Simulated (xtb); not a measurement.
CH4ClGa, SMILES [GaH]([CH3])[Cl]. All values are semi-empirical tight-binding results from xtb (GFN2-xTB unless named), good for trends rather than for accurate numbers. Geometry: GFN2-xTB.

Optimised geometry:

Bonds (Å): Ga1–H2 1.577, Ga1–Cl3 2.087, Ga1–C4 2.031, C4–H5 1.094, C4–H6 1.093, C4–H7 1.091. Angles (°): H2–Ga1–Cl3 114.7, H2–Ga1–C4 125.3, Cl3–Ga1–C4 120.0, Ga1–C4–H5 108.0, Ga1–C4–H6 110.5, Ga1–C4–H7 113.1, H5–C4–H6 107.9, H5–C4–H7 109.2, H6–C4–H7 108.1.

For metal compounds this method's bond lengths and energies can be far off.

- orbital gap = 4.77 eV
- zero-point energy = 25.3 kcal/mol
- G − E(el) at 298.15 K (modified RRHO) = 6.1 kcal/mol

### Question
Give the atomic charges and the Wiberg bond orders between heavy atoms. (Estimate from the structure and the level; the computed values follow.)

### Answer
charges (e) Ga1 0.08, H2 -0.04, Cl3 -0.12, C4 -0.15, H5 0.08, H6 0.08, H7 0.08. Bond orders Ga1–Cl3 1.32, Ga1–C4 0.95.
